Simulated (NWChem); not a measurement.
System: CClF2NOSi; SMILES O=C=N[Si](F)(F)Cl

Here is an NWChem input.

```
start job
memory heap 200 mb stack 900 mb global 1100 mb
geometry units angstroms noautosym nocenter noautoz
  O      0.342591    -3.459544     0.000000
  C      0.110433    -2.311255     0.000000
  N     -0.135764    -1.133288     0.000000
  Si    -0.371364     0.527504     0.000000
  F     -1.206176     0.949061     1.284494
  F     -1.206176     0.949061    -1.284494
  Cl     1.403589     1.516989     0.000000
end
basis spherical
  O library def2-svp
  C library def2-svp
  N library def2-svp
  Si library def2-svp
  F library def2-svp
  Cl library def2-svp
end
dft
  xc b3lyp
  iterations 150
end
property
  response 1 0.0773
end
task dft property
```

Structure relaxed at the B3LYP/6-31G* (spherical d) level.

Field at 589 nm.

Predict the main results of this run. (B3LYP/def2-SVP.) Quantities: isotropic polarisability (bohr³); anisotropy (bohr³).

The isotropic polarisability (bohr³) is 42.4. The anisotropy (bohr³) is 32.6.
